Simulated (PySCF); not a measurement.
Job file and geometry (Å, from GFN2-xTB) of an NMR shielding run on `NBB(CC)Cl`, C₂H₈B₂ClN, GIAO PBE0/pcSseg-1 NMR shielding, non-relativistic, gas phase in PySCF 2.14.0, density-fitted response routines; density fitting, a coarse starting grid and PySCF grid level 2 are the driver's defaults:

```
$ OMP_NUM_THREADS=1 python probes_run.py task.json out

{"job": {"kind": "nmr", "xc": "PBE0", "basis": "pcSseg-1"}, "charge": 0, "multiplicity": 1}
C      1.420196     1.057160     0.295181
C      1.368645    -0.471842     0.276220
B     -0.089321    -1.114134     0.225865
Cl    -0.111406    -2.840302     0.138026
B     -1.513957    -0.242837     0.315373
N     -2.216516     0.192902    -0.793640
H      2.448021     1.412010     0.345793
H      0.960947     1.465942    -0.601530
H      0.879132     1.443927     1.155000
H      1.891276    -0.846240     1.162963
H      1.962056    -0.831684    -0.570706
H     -1.988375     0.044099     1.357803
H     -1.935284     0.015103    -1.743844
H     -3.076092     0.715424    -0.744594
```

Problem. Write the output of this run.

Solution. 
```
coarse grid: 11992 points
cycle   1  E = -645.2428283634  dE =  4.765e-01  |g| = 4.486e-01  |ddm| = 3.199e+00
cycle   2  E = -645.2411521247  dE =  1.676e-03  |g| = 4.833e-01  |ddm| = 7.848e-01
cycle   3  E = -645.2954973993  dE = -5.435e-02  |g| = 6.408e-02  |ddm| = 3.808e-01
cycle   4  E = -645.2964221983  dE = -9.248e-04  |g| = 2.358e-02  |ddm| = 7.407e-02
cycle   5  E = -645.2965318977  dE = -1.097e-04  |g| = 6.928e-03  |ddm| = 1.792e-02
cycle   6  E = -645.2965427928  dE = -1.090e-05  |g| = 1.750e-03  |ddm| = 7.187e-03
cycle   7  E = -645.2965434476  dE = -6.548e-07  |g| = 3.348e-04  |ddm| = 1.842e-03
final grid: 110552 points
cycle   8  E = -645.3240096253  dE = -3.532e-05  |g| = 8.477e-03  |ddm| = 2.350e-02
cycle   9  E = -645.3240019621  dE =  7.663e-06  |g| = 1.027e-02  |ddm| = 1.342e-02
cycle  10  E = -645.3240255112  dE = -2.355e-05  |g| = 1.155e-03  |ddm| = 7.307e-03
cycle  11  E = -645.3240257901  dE = -2.789e-07  |g| = 2.725e-04  |ddm| = 1.094e-03
cycle  12  E = -645.3240258061  dE = -1.603e-08  |g| = 7.053e-05  |ddm| = 2.436e-04
cycle  13  E = -645.3240258073  dE = -1.167e-09  |g| = 1.639e-05  |ddm| = 8.926e-05
cycle  14  E = -645.3240258073  dE = -6.116e-11  |g| = 5.061e-06  |ddm| = 2.023e-05
converged SCF energy = -645.3240258073

GIAO shielding tensors (ppm)
atom      isotropic    diamagn.    paramagn.     s11        s22        s33       span
  0 C      174.070     247.783     -73.713    165.476    172.986    183.747     18.271
  1 C      155.399     251.859     -96.461    132.836    160.980    172.380     39.543
  2 B        8.415     189.956    -181.541    -92.159      7.937    109.467    201.625
  3 Cl     632.488    1148.585    -516.097    303.845    542.107   1051.513    747.668
  4 B       56.023     196.111    -140.088      4.696     37.418    125.954    121.258
  5 N      145.731     315.066    -169.335     39.900    170.910    226.383    186.483
  6 H       30.503      29.066       1.436     25.602     28.526     37.380     11.778
  7 H       30.511      31.732      -1.221     26.817     28.981     35.735      8.918
  8 H       30.417      31.026      -0.609     26.933     28.494     35.825      8.892
  9 H       30.288      30.475      -0.187     25.195     31.235     34.435      9.240
 10 H       30.373      31.224      -0.851     25.514     31.270     34.334      8.820
 11 H       26.097      29.725      -3.629     23.760     26.612     27.918      4.159
 12 H       27.519      31.564      -4.046     23.782     25.719     33.055      9.274
 13 H       26.920      28.389      -1.469     23.196     23.308     34.257     11.061
```

Size and cost of the density-fitted run: 149 basis functions, 17 s wall time on 1 thread of an Arm Neoverse V1, shared host; peak memory 0.71 GiB.
